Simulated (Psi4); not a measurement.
Se, charge +1, quartet; WB97X/def2-SVPD in Psi4.

Input for Psi4:
```
memory 2 GB

molecule mol {
1 4
Se    0.000000    0.000000    0.000000
}

set {
  basis def2-svpd
  reference uks
  scf_type pk
  puream true
  d_convergence 1e-8
  dft_radial_points 99
  dft_spherical_points 590
}

energy('wb97x')
print_variables()
```

Output, abridged:

```
   => Loading Basis Set <=

    Name: DEF2-SVPD
    Role: ORBITAL
    Keyword: BASIS

         ---------------------------------------------------------
                                   SCF
               by Justin Turney, Rob Parrish, Andy Simmonett
                          and Daniel G. A. Smith
                              UKS Reference
         ---------------------------------------------------------

  ==> Geometry <==

    Molecular point group: d2h
    Geometry (in Angstrom), charge = 1, multiplicity = 4:

       Center              X                  Y                   Z               Mass
    ------------   -----------------  -----------------  -----------------  -----------------
         SE           0.000000000000     0.000000000000     0.000000000000    79.916521800000

  Running in d2h symmetry.

  Rotational constants: A = ************  B = ************  C = ************ [cm^-1]
  Rotational constants: A = ************  B = ************  C = ************ [MHz]
  Nuclear repulsion =    0.000000000000000

  Charge       = 1
  Multiplicity = 4
  Electrons    = 33
  Nalpha       = 18
  Nbeta        = 15

  ==> Algorithm <==

  SCF Algorithm Type is PK.
  DIIS enabled.
  MOM disabled.
  Fractional occupation disabled.
  Guess Type is CORE.
  Energy threshold   = 1.00e-06
  Density threshold  = 1.00e-08
  Integral threshold = 1.00e-12

  ==> Primary Basis <==

  Basis Set: DEF2-SVPD
    Blend: DEF2-SVPD
    Number of shells: 15
    Number of basis functions: 41
    Number of Cartesian functions: 45
    Spherical Harmonics?: true
    Max angular momentum: 2

  ==> DFT Potential <==

   => LibXC <=

    Version 7.1.2
    S. Lehtola, C. Steigemann, M. J. T. Oliveira, and M. A. L. Marques,  SoftwareX 7, 1–5 (2018) (10.1016/j.softx.2017.11.002)

   => Composite Functional: WB97X <=

    wB97X Hyb-GGA Exchange-Correlation Functional

    J.-D. Chai and M. Head-Gordon,  J. Chem. Phys. 128, 084106 (2008) (10.1063/1.2834918)

    Deriv               =              1
    GGA                 =           TRUE
    Meta                =          FALSE

    Exchange Hybrid     =           TRUE
    MP2 Hybrid          =          FALSE

   => Exchange-Correlation Functionals <=

    1.0000   wB97X range-separated functional

   => Exact (HF) Exchange <=

    0.8423            HF,LR [omega = 0.3000]
    0.1577               HF

   => LibXC Density Thresholds  <==

    XC_HYB_GGA_XC_WB97X:  1.00E-14

   => Molecular Quadrature <=

[...]
   @S^2 Observed:                3.750439132E+00
   @S   Expected:                1.500000000E+00
   @S   Observed:                1.500000000E+00

    Orbital Energies [Eh]
    ---------------------

    Alpha Occupied:

[...]
    Alpha Virtual:

[...]
    Beta Occupied:

[...]
    Beta Virtual:

[...]
    Final Occupation by Irrep:
             Ag   B1g   B2g   B3g    Au   B1u   B2u   B3u
    DOCC [     6,    1,    1,    1,    0,    2,    2,    2 ]
    SOCC [     0,    0,    0,    0,    0,    1,    1,    1 ]
    NA   [     6,    1,    1,    1,    0,    3,    3,    3 ]
    NB   [     6,    1,    1,    1,    0,    2,    2,    2 ]

  @UKS Final Energy: -2400.86694043125635

   => Energetics <=

    Nuclear Repulsion Energy =              0.0000000000000000
    One-Electron Energy =               -3329.5543690636777683
    Two-Electron Energy =                 997.5642938331327514
    DFT Exchange-Correlation Energy =     -68.8768652007115350
    Empirical Dispersion Energy =           0.0000000000000000
    VV10 Nonlocal Energy =                  0.0000000000000000
    Total Energy =                      -2400.8669404312563529

  UHF NO Occupations:
  HONO-2 :    3B3u 1.0000000
  HONO-1 :    3B2u 1.0000000
  HONO-0 :    3B1u 1.0000000
  LUNO+0 :    7 Ag 0.0001061
  LUNO+1 :    2B2g 0.0000227
  LUNO+2 :    2B1g 0.0000227
  LUNO+3 :    8 Ag 0.0000227

Computation Completed

Properties will be evaluated at   0.000000,   0.000000,   0.000000 [a0]

Properties computed using the SCF density matrix

 Multipole Moments:

 ------------------------------------------------------------------------------------
     Multipole            Electronic (a.u.)      Nuclear  (a.u.)        Total (a.u.)
 ------------------------------------------------------------------------------------

 L = 1.  Multiply by 2.5417464519 to convert [e a0] to [Debye]
 Dipole X            :          0.0000000            0.0000000            0.0000000
 Dipole Y            :          0.0000000            0.0000000            0.0000000
 Dipole Z            :          0.0000000            0.0000000            0.0000000
 Magnitude           :                                                    0.0000000

 ------------------------------------------------------------------------------------

  Variable Map:
  ----------------------------------------------------------------------------
[...]
  Array Variable Map:
  ----------------------------------------------------------------------------
[...]
[...]
```
